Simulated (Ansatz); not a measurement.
Born–Oppenheimer molecular dynamics of C2H7FSi (11 atoms, charge 0, multiplicity 1). It starts from a relaxed structure.

Theory: Ansatz 0.2.0, RKS LDA/6-31G.

```yaml
ensemble: NVT, Nosé–Hoover chain
time_step: 0.5 fs
steps_asked: 100
set_temperature: 1500 K
thermostat: time constant 100 fs, chain length 3 (defaults)
seed: 51429
```

First frame:

```xyz
11
Properties=species:S:1:pos:R:3
Si -0.029 -0.053 -0.161
F -0.200 -0.331 1.512
C 1.802 0.024 -0.563
H 2.321 -0.908 -0.276
H 1.943 0.179 -1.649
H 2.280 0.864 -0.028
C -0.884 1.565 -0.580
H -1.954 1.541 -0.311
H -0.409 2.404 -0.039
H -0.803 1.762 -1.666
H -0.699 -1.227 -0.859
```

(1) How far do the bonds stretch over the last three quarters of this one trajectory? (Pairs bonded in most of those frames.)

## Answers

(1) 
```
   bond  mean (Å)  spread (Å)  shortest  longest
 Si1–F2     1.720       0.024      1.69     1.76
 Si1–C3     1.895       0.010      1.88     1.92
 Si1–C7     1.913       0.042      1.83     1.95
Si1–H11     1.526       0.069      1.43     1.63
  C3–H4     1.105       0.035      1.05     1.16
  C3–H5     1.130       0.053      1.04     1.20
  C3–H6     1.122       0.039      1.05     1.18
  C7–H8     1.117       0.029      1.07     1.16
  C7–H9     1.116       0.038      1.06     1.18
 C7–H10     1.111       0.008      1.09     1.13
```

Mean temperature of the second half: 682 K. The conserved energy stayed within 0.47 meV per atom of its start (net change 0.47 meV per atom), so the integration is sound. The mean temperature of the second half is 55 % below the set value. A run of 0.05 ps of so small a system gives no equilibrium averages. Limits of this set-up: no polarisation functions.

Time of the run: 2.4 min on 1 thread of Arm Neoverse V2 (shared host), peak memory 0.1 GiB.
